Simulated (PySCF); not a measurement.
Cl⁺ (chlorine, charge +1) across methods

[Ne] 3s2 3p3 4s1, high-spin 5S determinant (an excited configuration). Computed with PySCF 2.14 in x2c-QZVPPall with one added diffuse shell each of s, p, d, f type (10s7p5d3f1g, 86 functions), with scalar relativity by spin-free X2C-1e. The B2PLYP total includes its PT2 part (frozen core); its orbital energies are those of the SCF part.

```tsv
method	E (hartree)	mean ε 3s β (eV)	mean ε 3p α (eV)	mean ε 4s α (eV)	Σ⟨r²⟩ (bohr²)	⟨S²⟩
r2SCAN	-460.5764	-35.114	-26.710	-8.182	33.88	6.000
UHF	-460.00807	-39.533	-32.589	-9.991	34.21	6.000
PBE0	-460.4681	-36.540	-27.791	-8.697	33.54	6.000
LC-wPBE	-460.4841	-39.803	-30.834	-10.334	33.71	6.000
LDA	-459.1030	-35.237	-25.868	-8.313	33.24	6.000
BHandHLYP	-460.6220	-38.272	-29.280	-9.052	33.63	6.000
B2PLYP	-460.4957	-37.969	-29.394	-9.089	33.72	6.000
PBE	-460.4371	-34.970	-25.920	-8.148	33.39	6.000
M06	-460.5966	-36.525	-27.420	-8.516	33.23	6.000
```

The outer electron is Rydberg-like, and this basis confines it to a smaller radius and binds it less than a complete one would.
